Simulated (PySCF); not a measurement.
# Electron correlation in La²⁶⁺ (lanthanum, charge +26)

Starting occupation: [Ar] 3d10 4s2 4p1, 4p3/2 with m_j = +3/2. All numbers are calculated (PySCF 2.14, X2C-1e with screened-nucleus spin-orbit coupling, Gaussian nucleus, in an even-tempered Gaussian basis (17 s from 2.1 bohr⁻², ratio 2.8; 13 p from 2.7 bohr⁻², ratio 2.8; 8 d from 4.8 bohr⁻², ratio 2.8; 4 f from 13 bohr⁻², ratio 3)). Frozen: [Ne]; 21 electrons correlated; the 74 highest virtual spinors left out.

MP2 pair energies summed by pair of shells (mhartree):

```
       pair   energy  share (%)
3d3/2-3d5/2  -185.14       22.0
3d5/2-3d5/2  -129.85       15.4
3d5/2-3p3/2   -60.63        7.2
3d3/2-3d3/2   -56.09        6.7
3d5/2-4s1/2   -44.22        5.3
3d3/2-3p3/2   -41.26        4.9
4s1/2-4s1/2   -37.89        4.5
4p3/2-4s1/2   -35.39        4.2
3d5/2-3p1/2   -32.29        3.8
3d3/2-4s1/2   -29.20        3.5
3p1/2-3p3/2   -23.18        2.8
3p3/2-3p3/2   -22.16        2.6
3d5/2-3s1/2   -21.89        2.6
3d3/2-3p1/2   -20.99        2.5
3d5/2-4p3/2   -16.54        2.0
3d3/2-3s1/2   -14.78        1.8
3p3/2-4s1/2   -13.89        1.6
3d3/2-4p3/2   -10.88        1.3
3p3/2-3s1/2   -10.87        1.3
3p1/2-4s1/2    -6.39        0.8
3p1/2-3p1/2    -5.92        0.7
3p1/2-3s1/2    -5.85        0.7
3p3/2-4p3/2    -5.82        0.7
3s1/2-3s1/2    -3.41        0.4
3s1/2-4s1/2    -3.24        0.4
3p1/2-4p3/2    -3.00        0.4
3s1/2-4p3/2    -1.46        0.2
```

Total MP2 correlation energy: -842.22 mhartree.

At this charge the one-electron X2C treatment keeps the bare 1/r₁₂, with no two-electron picture change or Breit term. The effect here is smaller than on the frozen 1s shell.
